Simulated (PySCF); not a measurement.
H (hydrogen, neutral) across methods

2p1, 2P determinant (an excited configuration). Calculation: PySCF 2.14, in dyall-acv3z (10s3p2d, 29 functions); the non-relativistic Hamiltonian (point nucleus).

| method | E (hartree) | mean ε 2p α (eV) | Σ⟨r²⟩ (bohr²) | ⟨S²⟩ |
| --- | --- | --- | --- | --- |
| r2SCAN | -0.1164 | -0.858 | 14.49 | 0.750 |
| TPSSh | -0.1188 | -1.043 | 14.40 | 0.750 |
| HSE06 | -0.1194 | -1.039 | 14.48 | 0.750 |
| PW91 | -0.1224 | -0.869 | 14.49 | 0.750 |
| LDA | -0.1118 | -0.602 | 14.60 | 0.750 |
| PBE0 | -0.1193 | -1.405 | 14.48 | 0.750 |
| PBE | -0.1227 | -0.857 | 14.49 | 0.750 |
| UHF | -0.10301 | -2.803 | 14.42 | 0.750 |

Estimate the same row for wB97M-V.

E (hartree) = -0.0945; mean ε 2p α (eV) = -2.005; Σ⟨r²⟩ (bohr²) = 13.81; ⟨S²⟩ = 0.750.

For one electron the Hartree and exchange-correlation energies should cancel; what remains is the self-interaction error. The outer electron is Rydberg-like, and this basis confines it to a smaller radius and binds it less than a complete one would.
